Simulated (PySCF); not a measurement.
# Static response to an electric field

Species: octafluorocyclobutane, C₄F₈.
Structure used (PBE0-D3(BJ)/def2-SVP), in Å, numbered top down from 1:
```xyz
12
C4F8 angstrom
F      0.3618   -0.9307   -1.8121
C      0.2961   -0.9450   -0.4824
F      0.6111   -2.1410   -0.0106
C     -1.0417   -0.3362    0.0360
F     -2.0338   -0.2909   -0.8393
F     -1.4386   -0.9094    1.1702
C     -0.2996    1.0101    0.2963
F     -0.5231    1.5784    1.4709
F     -0.4945    1.8804   -0.6924
C      1.0588    0.2600    0.1461
F      1.9615    0.8420   -0.6280
F      1.5823   -0.0524    1.3298
```

Level: PBE0/def2-SVPD (PySCF), static field, nuclei fixed, core orbitals frozen in the response. The polarisability tensor in these axes (au):

```
x   51.16  0.00 -0.02
y    0.00 51.16  0.05
z   -0.02  0.05 51.03
```

Question: Diagonalise the tensor; give its mean and Δα, where Δα² is half the sum of the squared differences of the eigenvalues.

Answer: Principal values 51.01, 51.16 and 51.18 au; mean 51.11 au = 7.57 Å³ = 8.43 × 10⁻⁴⁰ C²·m²/J; Δα = 0.16 au (0 % of the mean).

Question: What is the dipole moment?

Answer: 0.00 D; point group D2d allows none.

Question: Find the Langevin capture rate constant for H3O+ (19.018 u) meeting this molecule (199.987 u), k = 2.342 × 10⁻⁹ cm³/s × √(α in Å³ / reduced mass in u).

Answer: The reduced mass is 17.37 u, so k = 1.55 × 10⁻⁹ cm³/s.

Question: What molar refraction does this α imply?

Answer: Lorentz–Lorenz: R = (4π/3)N_A α = 2.5225 cm³/(mol·Å³) × 7.57 Å³ = 19.1 cm³/mol, in the limit of long wavelengths.

Question: What would n − 1 = 2πNα be for an ideal gas of these molecules at 500 K and 1 atm, electronic part alone?

Answer: N = p/kT = 1.4678 × 10¹⁹ cm⁻³, so n − 1 = 2π × N × 7.57 × 10⁻²⁴ cm³ = 699 × 10⁻⁶ at long wavelengths.

Question: Traceless (Buckingham) quadrupole moment about the centre of nuclear charge: eigenvalues?

Answer: -1.87, 0.93, 0.94 D·Å. With no charge and no dipole, the values don't depend on the origin. The electronic extent ⟨r²⟩ about the same centre is 1431 bohr², a root-mean-square distance of 2.04 Å for the 96 electrons.

Question: Sum over states: ᾱ = Σ f/ω², ω in Eh. What share falls to these 10 lowest TDDFT singlets (eV, f)? 6.94, 0.0000; 8.56, 0.0000; 8.82, 0.0007; 8.82, 0.0007; 9.96, 0.0000; 9.96, 0.0000; 10.26, 0.0262; 10.26, 0.0261; 10.33, 0.0012; 10.40, 0.0193.

Answer: They add up to 0.52 au, 1.0 % of the 51.11 au; the largest single term is 0.18 au, from the state at 10.26 eV. Terms in order: 0.00, 0.00, 0.01, 0.01, 0.00, 0.00, 0.18, 0.18, 0.01, 0.13 au. Higher excitations give the rest. The strengths listed sum to 0.074.

One conformer (not necessarily the lowest) at the PBE0-D3(BJ)/def2-SVP geometry, without solvent, vibrations or thermal averaging.
